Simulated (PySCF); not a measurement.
**Correlation energy of Sb³⁺ (antimony, charge +3)**

[Kr] 4d10 5s2, closed-shell 1S. All numbers are calculated (PySCF 2.14, a scalar-relativistic core potential, in aug-cc-pwCVDZ-PP with ECP28MDF (6s5p4d1f, 48 functions)). Frozen: 4s2 4p6 4d10; 2 electrons correlated.

With two correlated electrons CCSD is exact within the correlated space (frozen core and kept virtual orbitals).

```csv
level,correlation energy (mhartree)
CCSD,-35.02
```

Diagnostics: T1 = 0.0029, D1 = 0.0041, largest double amplitude 0.099.

Problem. Is a single reference adequate?

Solution. Mostly. T1 lies below 0.03, but a double amplitude of this size points to a near-degeneracy that CCSD handles and MP2 describes poorly.
